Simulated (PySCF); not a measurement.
C₆ coefficients of unlike pairs at BP86

Calculated with PySCF 2.14 from the dipole response of each species, C₆(A,B) = (3/π) ∫ α_A(iu) α_B(iu) du, in atomic units, from isotropic polarisabilities. For ions this is the dispersion term alone; charge-induced terms of lower order in 1/R come first.

```tsv
species	configuration	basis	relativity	α (bohr³)	C₆ (like pair)
Cl⁺	[Ne] 3s2 3p4 (3P)	aug-cc-pCVQZ-DK (10s9p7d5f3g)	spin-free X2C	8.826	41.88
Re	[Xe] 4f14 5d5 6s2 (6S)	def2-QZVPPD with the def2 core potential (60 electrons) (7s6p4d4f2g)	core potential	63.85	745.6
Mo	[Kr] 4d5 5s1 (7S)	aug-cc-pVTZ-DK (9s8p6d3f2g)	spin-free X2C	72.08	748.5
F³⁺	[He] 2s2 2p2 (3P)	dyall-av3z (15s9p3d2f)	spin-free X2C	0.9354	0.8455
```

Problem. Estimate C₆ for Mo with Cl⁺.

Solution. The integral gives 156.1. The combination rule 2 C_A C_B / (C_A α_B/α_A + C_B α_A/α_B) gives 144.6 and the geometric mean 177.1.

No spin-orbit coupling is included.

The other pairs:

```tsv
pair	C₆
F³⁺, Cl⁺	5.623
Re, Cl⁺	161.9
F³⁺, Mo	19.05
F³⁺, Re	19.99
Mo, Re	743.6
```
